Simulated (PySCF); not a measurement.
Atom-mapped SMILES (the numbers label the heavy atoms): `[CH3:1][NH:2][C:3](=[O:4])[C@@H:5]([CH3:6])/[CH:7]=[CH:8]/[SiH3:9]`; H(Xn) means a hydrogen on atom n.

- σ from GIAO-PBE0/pcSseg-1
- structure optimised with GFN2-xTB
- program: PySCF 2.14
- fast rotation and ring inversion assumed for equivalent nuclei, one computed conformer, no solvent model, no relativistic terms

δ = σ(ref) − σ, references computed at the same level: TMS for ¹³C (σ = 186.93 ppm), ¹H (σ = 31.72 ppm), ²⁹Si (σ = 349.16 ppm); ¹⁵N (σ = 267.73 ppm) vs NH3; H2O for ¹⁷O (σ = 336.08 ppm).

```json
{"atoms": "C3", "nucleus": "¹³C", "count": "1", "Hirshfeld charge": "0.17", "δ (ppm)": "170.9"}
{"atoms": "C7", "nucleus": "¹³C", "count": "1", "Hirshfeld charge": "-0.02", "δ (ppm)": "?"}
{"atoms": "O4", "nucleus": "¹⁷O", "count": "1", "Hirshfeld charge": "-0.28", "δ (ppm)": "391.9"}
{"atoms": "H(Si9)", "nucleus": "¹H", "count": "3", "Hirshfeld charge": "-0.08", "δ (ppm)": "4.19"}
{"atoms": "C1", "nucleus": "¹³C", "count": "1", "Hirshfeld charge": "-0.06", "δ (ppm)": "26.8"}
{"atoms": "H(N2)", "nucleus": "¹H", "count": "1", "Hirshfeld charge": "0.12", "δ (ppm)": "?"}
{"atoms": "H(C5)", "nucleus": "¹H", "count": "1", "Hirshfeld charge": "0.04", "δ (ppm)": "2.79"}
{"atoms": "C8", "nucleus": "¹³C", "count": "1", "Hirshfeld charge": "-0.15", "δ (ppm)": "127.5"}
{"atoms": "H(C7)", "nucleus": "¹H", "count": "1", "Hirshfeld charge": "0.05", "δ (ppm)": "?"}
{"atoms": "C6", "nucleus": "¹³C", "count": "1", "Hirshfeld charge": "-0.12", "δ (ppm)": "17.1"}
{"atoms": "N2", "nucleus": "¹⁵N", "count": "1", "Hirshfeld charge": "-0.11", "δ (ppm)": "?"}
{"atoms": "H(C1)", "nucleus": "¹H", "count": "3", "Hirshfeld charge": "0.05", "δ (ppm)": "3.06"}
{"atoms": "H(C8)", "nucleus": "¹H", "count": "1", "Hirshfeld charge": "0.04", "δ (ppm)": "?"}
{"atoms": "Si9", "nucleus": "²⁹Si", "count": "1", "Hirshfeld charge": "0.31", "δ (ppm)": "-74.2"}
{"atoms": "H(C6)", "nucleus": "¹H", "count": "3", "Hirshfeld charge": "0.04", "δ (ppm)": "1.27"}
{"atoms": "C5", "nucleus": "¹³C", "count": "1", "Hirshfeld charge": "-0.03", "δ (ppm)": "53.9"}
```

Problem. Estimate the values marked ?.

Solution. 
- C7: 165.6 ppm, alkene CH
- H(C7): 6.36 ppm, hydrogen on an alkene CH; olefinic region
- H(C8): 5.92 ppm, hydrogen on an alkene CH; a vinylic proton, deshielded by the sp2 carbon and the C=C anisotropy
- H(N2): 4.92 ppm, hydrogen on an amide-type nitrogen; exchangeable, gas-phase position
- N2: 123.1 ppm, amide-type nitrogen

OH/NH shifts are gas-phase values; hydrogen bonding in solution moves them, usually downfield. Shifts are as computed. Against solution values, carbons near 30 ppm lie about +3 ppm off and those near 130 ppm about +5 ppm. Of 1309 compounds with measured shifts, 239 miss one by over three times the rms of a fit or turn the order of signals round; such compounds aren't used in these exercises. Hydrogen bonding in solution shields acid and N–H amide carbonyl oxygens by tens of ppm. The C=O carbon of an acid or of an amide with N–H lies up to 10 ppm further downfield in solution, through hydrogen bonding that the calculation lacks. Unscaled 17O shifts of doubly bonded oxygen tend to come out too high, by tens of ppm or more. Experimental scales use liquid or dissolved standards, which lie at an offset from isolated NH3 (liquid NH3: subtract about 20 ppm) and H2O (liquid H2O: subtract about 36 ppm).
